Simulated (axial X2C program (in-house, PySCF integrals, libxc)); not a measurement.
Nuclear properties of YbN⁺

Calculated with an axial X2C code built on PySCF integrals: two-component X2C with atomic mean-field Coulomb and Gaunt terms, Gaussian nuclei, basis Yb dyall-cv3z, N dyall-av3z with contracted cores.

R = 1.985 Å (near the PBE0 minimum at charge 1 of the determinant lowest at the starting distance; the state shown can have its own minimum elsewhere).

Determinant lowest in the PBE0 search, Ω = 1 (⟨Sz⟩ = 0.99, ⟨Lz⟩ = 0.01 at PBE0), spin on the atoms Yb 0.09, N 0.90:

```tsv
level	Eeff magnitude (GV/cm)	Ws magnitude Yb (kHz)	A∥/gI Yb (MHz)	qzz Yb (a.u.)	A∥/gI N (MHz)	qzz N (a.u.)
PBE0	1.42	1.8	-444	-3.79	-105	-1.66
HF	1.34	0.877	-358	-4.23	-84	-1.80
BHandHLYP	0.145	0.62	-457	-4.27	-85.1	-1.78
B3LYP	2.11	2.47	-613	-3.72	-90.1	-1.61
BP86	3.85	4.06	-419	-3.17	-105	-1.40
```

Eeff is the effective electric field on the electron electric dipole moment in this Ω state and Ws the scalar–pseudoscalar constant of the nucleus named (defined with the proton number Z and per Ω); A∥ (defined per Ω) follows by multiplying with gI = μI/(I μN); qzz is the electric field gradient, eQq0 = 234.96 MHz × Q/barn × qzz. The operators were transformed with the bare-nucleus X2C matrices; with these basis sets, hyperfine constants and field gradients can be off by tens of per cent, and where levels differ in sign neither size nor sign is settled.

Task: With gI(173Yb) = -0.2592, Q(173Yb) = 2.8 barn, gI(14N) = 0.4038, Q(14N) = 0.02044 barn (g factors from the IAEA table of nuclear moments by Stone; Q from Pyykkö, Mol. Phys. 2018), turn the PBE0 values of the first state into constants in MHz.

Result: A∥(173Yb) = -444 × -0.2592 = 115 MHz; eQq0(173Yb) = 234.96 × (2.8) × (-3.79) = -2490 MHz; A∥(14N) = -105 × 0.4038 = -42.4 MHz; eQq0(14N) = 234.96 × (0.02044) × (-1.66) = -7.97 MHz.

Each state is one determinant with collinear spin, which with several unpaired electrons need not be a pure state. Unrestricted Hartree–Fock can overshoot spin polarisation at the nuclei. In the state Ω = 1 the sign of Eeff differs between levels (HF against PBE0). With several open shells hyperfine constants can be off by a factor of several. Where Eeff spreads by more than a factor of two the levels disagree and none is to be relied on. Open-shell Ω = 0 determinants with evenly filled partner blocks cannot be reached by this program, so the Ω shown need not be the lowest component. At BHandHLYP, HF a later determinant lies lower. States lie within half an eV, so the first need not be the ground state. The sign of Ws at Yb differs between levels in the first state. Further determinants of the search, some of them spin-mixed, are not shown.
